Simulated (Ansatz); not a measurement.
Wavefunction ladder for `O=C(O)C(=O)[SiH3]`

Z-matrix (Å, degrees):
```
Si
C 1 1.938
H 1 1.483 2 109.3
H 1 1.483 2 109.2 3 -121.3
H 1 1.482 2 106.0 3 119.4
O 2 1.200 1 124.7 3 -119.8
C 2 1.537 1 113.9 3 60.3
O 7 1.325 2 114.5 1 -179.6
O 7 1.203 2 120.0 1 0.4
H 8 0.969 7 107.6 2 180.0
```

Charge 0, multiplicity 1. All single points use the PBE0-D4/def2-TZVP geometry. It is one conformer, not always the lowest. Frozen core, restricted reference, the Gaussian-basis code of Ansatz. CBS rows extrapolate triple and quadruple zeta; past MP2 they add the triple-zeta difference.

| basis | HF (Eh) | MP2 corr. | CCSD corr. | (T) | CCSD(T) total |
| --- | --- | --- | --- | --- | --- |
| def2-SVP | -591.24711 | -0.89326 | -0.92876 | -0.03042 | -592.20629 |
| def2-TZVPP | -591.71466 | -1.11922 | -1.14307 | -0.05004 | -592.90777 |
| def2-QZVPP | -591.73705 | -1.20445 | – | – | – |
| CBS(def2) | -591.74014 | -1.26759 | -1.29143 | as TZ | -593.08161 |
